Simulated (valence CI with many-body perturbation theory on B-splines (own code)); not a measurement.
**Questions on Rh³⁰⁺**

Method: relativistic CI+MBPT: five valence electrons over a frozen Dirac-Fock core [Ne], a basis of 11 s, 11 p, 10 d, 8 f, 5 g, 2 h functions for each j, with the one-electron correlation potential Σ1, the two-electron term Σ2, the three-electron term Σ3, Breit, model QED; selected CI, second order for the rest, scaled by the run's own slope (own B-spline code, finite nucleus).

No measured spectrum was set against this ion. As an estimate, large intervals hold to a few tenths of a per cent, small ones and those within an open d or f shell to about a per cent. Among the levels kept, up to 3700 cm⁻¹ of a level comes from second order outside the variational space, and about a tenth of that is noise between levels of different J, which matters for small intervals.

Levels are named by their leading jj configuration (3d3/2^4 stands for four electrons in 3d with j = 3/2), which in mixed levels can hold well under half, so a name can repeat and another be missing.

Rates and lifetimes use the calculated energies. Strong lines usually hold to 10 to 20 %, long lifetimes can be off by a factor of two.

**Question.** What is the ground level?

**Answer.** (3s^2 3p1/2^2 3p3/2) J=3/2, composition 40 % 3s2 3p3 4S° + 38 % 3s2 3p3 2P° + 21 % 3s2 3p3 2D°, g = 1.490.

**Question.** What is the ionisation energy?

**Answer.** 1748.6 eV; NIST lists 1763 ± 7 eV (semi-empirical).

**Question.** Where does the other parity begin?

**Answer.** At (3s 3p1/2^2 3p3/2^2) J=5/2, 852460 cm⁻¹.

**Question.** Name the longest-lived excited levels whose lifetime is computed, and their main decay.

**Answer.** (3s^2 3p1/2 3p3/2^2) J=5/2 at 273830 cm⁻¹ lives 21.0 μs, mostly by M1 to (3s^2 3p1/2^2 3p3/2) J=3/2; (3s^2 3p1/2 3p3/2^2) J=3/2 at 223740 cm⁻¹ lives 4.11 μs, mostly by M1 to (3s^2 3p1/2^2 3p3/2) J=3/2; (3s^2 3p1/2 3p3/2^2) J=1/2 at 337020 cm⁻¹ lives 3.77 μs, mostly by M1 to (3s^2 3p1/2^2 3p3/2) J=3/2. The lifetime of (3s^2 3p1/2 3p3/2 3d5/2) J=9/2 is too uncertain to give, and may be longer.

**Question.** How well does LS coupling describe the low levels?

**Answer.** Among the lowest 20 levels the leading LS term, summed over configurations, holds 55 % on average. For single configurations the figures are 50 % in LS and 72 % in jj coupling. Terms mix most in the J = 3/2 level at 925620 cm⁻¹, where the leading one holds 33 %.

**Question.** Among levels below 2922300 cm⁻¹, which E1 lines absorb most strongly from the ground level?

**Answer.** to (3s^2 3p1/2 3p3/2 3d3/2) J=3/2 at 7.315 nm, f = 0.259; to (3s^2 3p1/2 3p3/2 3d3/2) J=5/2 at 7.265 nm, f = 0.214; to (3s^2 3p1/2 3p3/2 3d3/2) J=1/2 at 7.183 nm, f = 0.101.
